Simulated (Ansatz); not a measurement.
Reaction (redistribution): `[OH][Ti]([F])([Cl])[Cl]` + `[NH]=[V]([NH2])([NH2])[F]` → `[F][Ti]([F])([Cl])[Cl]` + `[NH]=[V]([NH2])([NH2])[OH]`

Gas-phase electronic energies from Ansatz, PBE0-D4/def2-TZVP geometries. CCSD(T)/CBS is the MP2 limit (def2-TZVPP, def2-QZVPP) plus CCSD(T) − MP2 in def2-TZVPP, frozen cores. Functionals use def2-TZVPP. HSE06 is defined as in plane-wave codes. For Ti, V outer-core shells are correlated without core-valence functions, which leaves a few kJ/mol of doubt a bond. Scalar relativity is left out up to krypton. One conformer a species, not always the lowest.

`[OH][Ti]([F])([Cl])[Cl]`:

Cartesian coordinates in Å:
```
O 1.230 0.271 0.559
Ti -0.349 -0.073 -0.117
F -0.205 -0.236 -1.843
Cl -1.716 1.570 0.339
Cl -1.113 -1.942 0.720
H 2.153 0.410 0.342
```

`[NH]=[V]([NH2])([NH2])[F]`:

Cartesian coordinates in Å:
```
N 0.047 0.617 1.577
V 0.436 -0.060 0.170
N 0.124 1.224 -1.092
N -0.676 -1.500 -0.003
F 2.102 -0.600 0.044
H 0.151 0.962 2.523
H 0.201 1.031 -2.082
H -0.265 2.137 -0.923
H -0.709 -2.052 -0.849
H -1.410 -1.759 0.636
```

`[F][Ti]([F])([Cl])[Cl]`:

Z-matrix (Å, degrees):
```
Ti
F 1 1.733
Cl 1 2.170 2 109.5
Cl 1 2.170 2 109.5 3 120.4
F 1 1.733 2 109.1 3 -119.8
```

`[NH]=[V]([NH2])([NH2])[OH]`:

```xyz
11

N     0.934    0.427    1.304
V     0.210   -0.031   -0.056
N    -0.735    1.438   -0.629
N    -0.870   -1.442    0.411
O     1.332   -0.547   -1.342
H     1.497    0.689    2.101
H    -0.859    2.300   -0.125
H    -1.295    1.417   -1.470
H    -1.049   -1.771    1.345
H    -1.453   -1.916   -0.266
H     2.287   -0.565   -1.273
```

```
        level  ΔE (kJ/mol)
     HSE06-D4          9.5
     BHLYP-D4         13.6
 CAM-B3LYP-D4         11.9
       B2PLYP          9.8
       r2SCAN          8.1
      LC-ωPBE         10.5
 MP2/def2-SVP         17.8
CCSD/def2-SVP         22.1
```

**Question.** What does CCSD(T)/CBS give? (Best estimate.)

**Answer.** Ansatz gave: +8.5 kJ/mol. The listed levels differ from it by 1.0, 5.1, 3.4, 1.3, -0.4, 2.0, 9.3, 13.6 kJ/mol.

Largest T1 diagnostic among the species: 0.031, so the coupled-cluster value is less sure than usual.

In def2-TZVPP, CCSD(T) changes the Hartree–Fock value by −7.1 kJ/mol (the triples alone add −2.7 kJ/mol) and MP2 by −8.4 kJ/mol. Leaving LDA and LC-ωPBE aside and taking each functional with its dispersion term where it has one, the values, not all of them listed here, spread over 6.9 kJ/mol, from revPBE-D4 to BHLYP-D4. At CCSD(T), def2-SVP lies +10.3 kJ/mol from the extrapolated value and def2-TZVPP +0.4 kJ/mol.
